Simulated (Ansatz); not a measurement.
Isomers of CHN, B3LYP-D3(BJ)/def2-TZVP minima from an xTB search, which can miss the lowest.
Isomer 1, SMILES C#N (charge 0, multiplicity 1):
| atom | x (Å) | y (Å) | z (Å) |
|---|---|---|---|
| C | -0.0265 | 0.0000 | 0.0000 |
| N | 1.1197 | 0.0000 | 0.0000 |
| H | -1.0932 | 0.0000 | 0.0000 |
Isomer 2, SMILES [C-]#[NH+] (charge 0, multiplicity 1):
```xyz
3

C      1.10851    -0.00146     0.00000
N     -0.05554    -0.00002     0.00000
H     -1.05297     0.00147     0.00000
```

Frozen-core correlation.

The values were computed with Ansatz (a first-principles code). Each number belongs to the level named beside it.

The energy of isomer 2 above isomer 1 is E(isomer 2) − E(isomer 1). Total energies (hartree):

| level | isomer 2 | isomer 1 |
|---|---|---|
| HF/cc-pVTZ | -92.8926413 | -92.9089353 |
| CCSD(T)/cc-pVTZ | -93.2511578 | -93.2747961 |
| HF/cc-pVQZ | -92.8992065 | -92.9152924 |
| CCSD(T)/cc-pVQZ | -93.2775424 | -93.3010731 |

Task: Work out the energy of isomer 2 above isomer 1 at the basis-set limit: extrapolate the CCSD(T) correlation part as X⁻³, take Hartree–Fock from the larger set.

Result: 
1. Differences (1 hartree = 627.509 kcal/mol): HF/cc-pVTZ 10.225; CCSD(T)/cc-pVTZ 14.833; HF/cc-pVQZ 10.094; CCSD(T)/cc-pVQZ 14.766.
2. Correlation parts, CCSD(T) less HF: 4.609 in cc-pVTZ (X = 3), 4.672 in cc-pVQZ (X = 4).
3. Limit (4³·(4.672) − 3³·(4.609))/(4³ − 3³) = 4.718; with HF/cc-pVQZ it gives 14.812.
Result: 14.81 kcal/mol, against 14.83 at CCSD(T)/cc-pVTZ. It is an estimate of this method's limit, not of the exact value.
